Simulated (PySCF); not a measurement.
Working with the constants of BeAs

UHF-CCSD(T) constants of BeAs, ⁴Σ⁻ (quartet), unpaired electrons σ ↑, π ↑↑ (Be 6-31G(d,p), As 6-31G(d,p); no relativity (PySCF 2.14); masses 9.0122 and 74.9216 u):

| Item | Value |
| --- | --- |
| ωe | 506.7 cm⁻¹ |
| ωexe | 6.02 cm⁻¹ |
| Be | 0.43289 cm⁻¹ |
| αe | 0.00542 cm⁻¹ |
| De to Be + As | 0.65 eV |

Question: What force constant and bond length do these constants imply?

Answer: Reduced mass μred = 8.0445 u; k = 5.8918×10⁻⁷·μred·ωe² (u, cm⁻¹, mdyn/Å) = 1.22 mdyn/Å; Re = √(16.8576/(μred·Be)) (u, cm⁻¹, Å) = 2.200 Å.

Question: Estimate the centrifugal constant D from the Kratzer relation and find the Dunham coefficient a1.

Answer: D = 4Be³/ωe² = 1.26e-06 cm⁻¹; a1 = −1 − αeωe/(6Be²) = -3.44.

Correlated steps freeze 9 core orbitals. Correlated levels converge slowly with the basis: in double zeta they bind strong bonds too weakly, by up to about 1 eV, and carry superposition errors of some tenths. Spin–orbit coupling is left out. The state was picked by a PBE0 search and need not be the measured ground state.
